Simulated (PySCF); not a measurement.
# Core-level binding energies of `NC[SiH2]O`

Species: CH7NOSi.
Z-matrix (Å and degrees, PBE0-D3(BJ)/def2-SVP geometry), rows numbered from 1:
```
N 
C   1  1.4647
Si  2  1.9026  1  105.99
O   3  1.6639  2  102.32  1   -33.98
H   1  1.0188  2  110.82  3   -79.77
H   1  1.0179  2  111.71  3   161.79
H   2  1.1075  1  115.31  3   127.77
H   2  1.1034  1  108.15  3  -113.50
H   3  1.4922  2  112.20  1  -153.56
H   3  1.4989  2  110.63  1    85.67
H   4  0.9773  3  104.96  2    17.05
```

Method: PySCF 2.14.0, delta-SCF UKS SCAN, pcX-2 on the ionised atom, pcseg-1 elsewhere, spin-free X2C. These are vertical core ionisation energies against the vacuum level, from separate self-consistent calculations with and without the core hole.

Q: What binding energy does each computed site have?

A: 
```
atom(s)                   environment     level  binding energy (eV)  2p1/2 (eV)  count
    Si3          oxygen-bound silicon  Si 2p3/2               107.02      107.64      1
     C2  sp3 carbon bound to nitrogen      C 1s               291.20           –      1
     N1        primary amine nitrogen      N 1s               405.59           –      1
     O4                silanol oxygen      O 1s               537.78           –      1
    Si3          oxygen-bound silicon     Si 1s              1846.88           –      1
```

Q: Which effective nuclear charge Zeff reproduces each element's mean 1s value in the hydrogen-like formula E = 13.606 eV × Zeff²?

A: C (Z = 6): mean 291.2 eV, Zeff = 4.63, Z − Zeff = 1.37; N (Z = 7): mean 405.6 eV, Zeff = 5.46, Z − Zeff = 1.54; O (Z = 8): mean 537.8 eV, Zeff = 6.29, Z − Zeff = 1.71; Si (Z = 14): mean 1846.9 eV, Zeff = 11.65, Z − Zeff = 2.35. Means run over the listed sites, weighted by atom count.

The 2p values aren't plain energy differences: one relaxed spin-free 2p hole is combined with a matrix within the shell (ground-state 2p orbital-energy differences and spin–orbit coupling). 2p3/2, the mean of its two sublevels, lies a third of the splitting below the shell's mean and 2p1/2 two thirds above it; the statistical areas are 2:1. 2p1/2 minus 2p3/2 (ligand field included): Si 0.62 eV. Geometry: PBE0-D3(BJ)/def2-SVP, one conformer, isolated molecule.
